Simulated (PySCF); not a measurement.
CHAlClF$_{3}$O, singlet, at a GFN2-xTB geometry (such geometries of metal compounds can be far from the true shape); PySCF with PBE/6-31G, polarisability.

PySCF was given this input:
```python
from pyscf import gto, scf, dft
from pyscf.prop import polarizability

mol = gto.M(
    atom='''
Al   -0.048151    0.082460    0.898939
C     0.333438   -0.511334   -1.059200
F    -0.542885   -0.023587   -1.965857
F     0.268636   -1.858154   -1.176994
F     1.557844   -0.174595   -1.528233
Cl   -1.120787    1.769478    1.114857
O     0.633337   -0.988953    1.916553
H     1.059656   -1.666459    2.423762
''',
    basis='6-31g',
    charge=0,
    spin=0,
    verbose=3,
)

mf = dft.RKS(mol)
mf.xc = 'pbe'
mf.kernel()
alpha = mf.Polarizability().polarizability()[2, 2]
print('alpha_zz =', alpha)
```

Question: Write the output that PySCF gives for this input, abridged.

Answer: 
```
site-packages/pyscf/prop/efg/rhf.py:45: UserWarning: Module EFG is under testing
  warnings.warn('Module EFG is under testing')
site-packages/pyscf/prop/efg/dhf.py:30: UserWarning: Module EFG is under testing
  warnings.warn('Module EFG is under testing')
site-packages/pyscf/prop/zfs/uhf.py:40: UserWarning: Module ZFS is under testing
  warnings.warn('Module ZFS is under testing')
site-packages/pyscf/prop/gtensor/uhf.py:43: UserWarning: Module g-tensor is under testing
  warnings.warn('Module g-tensor is under testing')
site-packages/pyscf/prop/gtensor/uks.py:41: UserWarning: Module g-tensor is under testing
  warnings.warn('Module g-tensor is under testing')
site-packages/pyscf/prop/hfc/uks.py:35: UserWarning: Module HFC is under testing
  warnings.warn('Module HFC is under testing')
site-packages/pyscf/prop/magnetizability/rhf.py:39: UserWarning: Module magnetizability is under testing
  warnings.warn('Module magnetizability is under testing')
site-packages/pyscf/prop/magnetizability/uhf.py:37: UserWarning: Module magnetizability is under testing
  warnings.warn('Module magnetizability is under testing')
site-packages/pyscf/prop/magnetizability/rks.py:37: UserWarning: Module magnetizability is under testing
  warnings.warn('Module magnetizability is under testing')
site-packages/pyscf/prop/magnetizability/uks.py:39: UserWarning: Module magnetizability is under testing
  warnings.warn('Module magnetizability is under testing')
site-packages/pyscf/prop/polarizability/uhf.py:34: UserWarning: Module polarizability is under testing
  warnings.warn('Module polarizability is under testing')
site-packages/pyscf/prop/polarizability/rks.py:29: UserWarning: Module polarizability is under testing
  warnings.warn('Module polarizability is under testing')
site-packages/pyscf/prop/polarizability/uks.py:29: UserWarning: Module polarizability is under testing
  warnings.warn('Module polarizability is under testing')
converged SCF energy = -1115.2867285707
alpha_zz = 40.45466056609705
```
